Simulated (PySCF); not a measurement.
BCl, triplet, at a GFN2-xTB geometry (the spin is typed, not shown lowest); PySCF with DF-PBE0/aug-cc-pVDZ.

Here is a job for PySCF.
```python
from pyscf import gto, scf, dft
import numpy

mol = gto.M(
    atom='''
B    -0.00000000   -0.00000000   -1.29965053
Cl    0.00000000    0.00000000    0.38225016
''',
    basis='aug-cc-pvdz',
    spin=2,
    verbose=4,
)
print('smallest overlap eigenvalue', numpy.linalg.eigvalsh(mol.intor('int1e_ovlp'))[0])

mf = dft.UKS(mol)
mf.xc = 'pbe0'
mf = mf.density_fit(auxbasis='def2-universal-jkfit')
mf.kernel()
```

What the program printed (banner, timings and long lists left out):

```
PySCF version 2.14.0

[INPUT] verbose = 4
[INPUT] num. atoms = 2
[INPUT] num. electrons = 22
[INPUT] charge = 0
[INPUT] spin (= nelec alpha-beta = 2S) = 2
[INPUT] symmetry False subgroup None
[INPUT] Mole.unit = angstrom
[INPUT] Symbol           X                Y                Z      unit          X                Y                Z       unit  Magmom
[INPUT]  1 B      0.000000000000   0.000000000000  -1.299650530000 AA    0.000000000000   0.000000000000  -2.455983559346 Bohr   0.0
[INPUT]  2 Cl     0.000000000000   0.000000000000   0.382250160000 AA    0.000000000000   0.000000000000   0.722348113471 Bohr   0.0

nuclear repulsion = 26.7435902700058
number of shells = 16
number of NR pGTOs = 85
number of NR cGTOs = 50
basis = aug-cc-pvdz
ecp = {}
smallest overlap eigenvalue 0.0024739580275300104

******** <class 'pyscf.df.df_jk.DFUKS'> ********
method = DFUKS
initial guess = minao
damping factor = 0
level_shift factor = 0
DIIS = <class 'pyscf.scf.diis.CDIIS'>
diis_start_cycle = 1
diis_space = 8
diis_damp = 0
SCF conv_tol = 1e-09
SCF conv_tol_grad = None
SCF max_cycles = 50
direct_scf = False
number electrons alpha = 12  beta = 10
XC library pyscf.dft.libxc version 7.1.2
    S. Lehtola, C. Steigemann, M. J. T. Oliveira, and M. A. L. Marques,  SoftwareX 7, 1–5 (2018)
XC functionals = pbe0
    C. Adamo and V. Barone,  J. Chem. Phys. 110, 6158 (1999)
    M. Ernzerhof and G. E. Scuseria,  J. Chem. Phys. 110, 5029 (1999)
radial grids:
    Treutler-Ahlrichs [JCP 102, 346 (1995); DOI:10.1063/1.469408] (M4) radial grids

becke partition: Becke, JCP 88, 2547 (1988); DOI:10.1063/1.454033
pruning grids: <function nwchem_prune>
grids dens level: 3
symmetrized grids: False
atomic radii adjust function: <function treutler_atomic_radii_adjust>
small_rho_cutoff = 0
Set gradient conv threshold to 3.16228e-05
tot grids = 32928
******** <class 'pyscf.df.df.DF'> ********
auxbasis = def2-universal-jkfit
init E= -484.93991289242

cycle= 1 E= -484.700960679817  delta_E= 0.239  |g|= 0.126  |ddm|= 1.16
cycle= 2 E= -484.707337394131  delta_E= -0.00638  |g|= 0.14  |ddm|= 0.355
cycle= 3 E= -484.720938368708  delta_E= -0.0136  |g|= 0.0268  |ddm|= 0.154
cycle= 4 E= -484.721594857749  delta_E= -0.000656  |g|= 0.00486  |ddm|= 0.0353
cycle= 5 E= -484.721644142678  delta_E= -4.93e-05  |g|= 0.00117  |ddm|= 0.0141
cycle= 6 E= -484.721647554454  delta_E= -3.41e-06  |g|= 0.000249  |ddm|= 0.00328
cycle= 7 E= -484.721647707503  delta_E= -1.53e-07  |g|= 0.000113  |ddm|= 0.000758
cycle= 8 E= -484.721647718635  delta_E= -1.11e-08  |g|= 2.29e-05  |ddm|= 0.000135
cycle= 9 E= -484.721647719813  delta_E= -1.18e-09  |g|= 2.76e-06  |ddm|= 6.08e-05
cycle= 10 E= -484.721647719832  delta_E= -1.93e-11  |g|= 4.59e-07  |ddm|= 7.65e-06
Extra cycle  E= -484.721647719832  delta_E= -2.27e-13  |g|= 3.96e-07  |ddm|= 1.03e-06
converged SCF energy = -484.721647719832  <S^2> = 2.0053888  2S+1 = 3.0035904
```
